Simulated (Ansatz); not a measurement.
[GaClH3]- (GaH₃Cl⁻). The state is a singlet with charge -1. Geometry PBE-D4/def2-TZVPD, basis def2-TZVPD, Ansatz.

| run | HOMO (eV) | LUMO (eV) |
| --- | --- | --- |
| A | -2.66 | 3.88 |
| B | -5.04 | 4.85 |
| C | -1.71 | 4.12 |
| D | -2.17 | 4.20 |
| E | -4.88 | 4.23 |
| F | -5.71 | 4.86 |

**Question.** The runs used HF, PBE0, r2SCAN, r2SCANh, ωB97M-V, ωB97X-V. Estimate which is which.

**Answer.** A PBE0 (25 % exact exchange); B ωB97X-V (range-separated); C r2SCAN (0 % exact exchange); D r2SCANh (10 % exact exchange); E ωB97M-V (range-separated); F HF (100 % exact exchange). Exact exchange lowers occupied and raises empty levels; among semilocal functionals meta-GGAs tend to open the gap a little, and such runs are hard to tell apart. The gap grows from 5.84 eV (r2SCAN) to 10.57 eV (HF).
